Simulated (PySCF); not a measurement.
CHNO, triplet (typed; the unrestricted solution is spin-contaminated), geometry from GFN2-xTB (a higher spin typed on purpose: for a closed-shell molecule this is an excited state); MP2/aug-cc-pVDZ in PySCF.

Here is a job for PySCF.
```python
from pyscf import gto, scf, mp

mol = gto.Mole()
mol.atom = '''
    N    -1.098185    0.248837    0.182049
    C     0.114465   -0.303545    0.214560
    O     1.099133    0.032439   -0.419007
    H    -1.792559   -0.180102    0.790356
'''
mol.basis = 'aug-cc-pvdz'
mol.charge = 0
mol.spin = 2
mol.verbose = 4
mol.build()

mf = scf.UHF(mol)
mf.kernel()

pt = mp.MP2(mf, frozen=3)
pt.kernel()
print('E(MP2) = %.10f' % pt.e_tot)
```

What the program printed (banner, timings and long lists left out):

```
PySCF version 2.14.0

[INPUT] verbose = 4
[INPUT] num. atoms = 4
[INPUT] num. electrons = 22
[INPUT] charge = 0
[INPUT] spin (= nelec alpha-beta = 2S) = 2
[INPUT] symmetry False subgroup None
[INPUT] Mole.unit = angstrom
[INPUT] Symbol           X                Y                Z      unit          X                Y                Z       unit  Magmom
[INPUT]  1 N     -1.098185000000   0.248837000000   0.182049000000 AA   -2.075268884105   0.470233779658   0.344022751251 Bohr   0.0
[INPUT]  2 C      0.114465000000  -0.303545000000   0.214560000000 AA    0.216307500848  -0.573616916481   0.405459637287 Bohr   0.0
[INPUT]  3 O      1.099133000000   0.032439000000  -0.419007000000 AA    2.077060344472   0.061300825755  -0.791808474276 Bohr   0.0
[INPUT]  4 H     -1.792559000000  -0.180102000000   0.790356000000 AA   -3.387445572124  -0.340343454486   1.493556380907 Bohr   0.0

nuclear repulsion = 57.0535655087431
number of shells = 29
number of NR pGTOs = 116
number of NR cGTOs = 78
basis = aug-cc-pvdz
ecp = {}

******** <class 'pyscf.scf.uhf.UHF'> ********
method = UHF
initial guess = minao
damping factor = 0
level_shift factor = 0
DIIS = <class 'pyscf.scf.diis.CDIIS'>
diis_start_cycle = 1
diis_space = 8
diis_damp = 0
SCF conv_tol = 1e-09
SCF conv_tol_grad = None
SCF max_cycles = 50
direct_scf = True
direct_scf_tol = 1e-13
number electrons alpha = 12  beta = 10
Set gradient conv threshold to 3.16228e-05
init E= -167.940343956769

cycle= 1 E= -167.528720495667  delta_E= 0.412  |g|= 0.513  |ddm|=  1.8
cycle= 2 E= -167.589316579527  delta_E= -0.0606  |g|= 0.47  |ddm|= 0.949
cycle= 3 E= -167.677188188767  delta_E= -0.0879  |g|= 0.0727  |ddm|= 0.296
cycle= 4 E= -167.683045091922  delta_E= -0.00586  |g|= 0.0333  |ddm|= 0.161
cycle= 5 E= -167.685051120233  delta_E= -0.00201  |g|= 0.0173  |ddm|= 0.096
cycle= 6 E= -167.685874477533  delta_E= -0.000823  |g|= 0.0122  |ddm|= 0.0441
cycle= 7 E= -167.686361253169  delta_E= -0.000487  |g|= 0.00999  |ddm|= 0.0261
cycle= 8 E= -167.686977516624  delta_E= -0.000616  |g|= 0.00723  |ddm|= 0.0401
cycle= 9 E= -167.68747414008  delta_E= -0.000497  |g|= 0.00281  |ddm|= 0.0597
cycle= 10 E= -167.687511020074  delta_E= -3.69e-05  |g|= 0.00135  |ddm|= 0.0126
cycle= 11 E= -167.687521663083  delta_E= -1.06e-05  |g|= 0.000654  |ddm|= 0.00798
cycle= 12 E= -167.687523304963  delta_E= -1.64e-06  |g|= 0.000306  |ddm|= 0.00245
cycle= 13 E= -167.687523631326  delta_E= -3.26e-07  |g|= 0.00013  |ddm|= 0.0011
cycle= 14 E= -167.68752369124  delta_E= -5.99e-08  |g|= 7.07e-05  |ddm|= 0.000747
cycle= 15 E= -167.687523700275  delta_E= -9.03e-09  |g|= 2.85e-05  |ddm|= 0.00035
cycle= 16 E= -167.687523703432  delta_E= -3.16e-09  |g|= 1.03e-05  |ddm|= 0.00014
cycle= 17 E= -167.68752370365  delta_E= -2.18e-10  |g|= 4.69e-06  |ddm|= 3.08e-05
Extra cycle  E= -167.687523703682  delta_E= -3.16e-11  |g|= 3e-06  |ddm|= 6.07e-06
converged SCF energy = -167.687523703682  <S^2> = 2.1370046  2S+1 = 3.0899868

******** <class 'pyscf.mp.ump2.UMP2'> ********
nocc = (np.int64(9), np.int64(7)), nmo = (75, 75)
frozen orbitals 3
E(UMP2) = -168.11902938144  E_corr = -0.431505677758108
E(SCS-UMP2) = -168.103186148009  E_corr = -0.415662444327312
E_corr(same-spin) = -0.117858887287405
E_corr(oppo-spin) = -0.313646790470703
E(MP2) = -168.1190293814
```
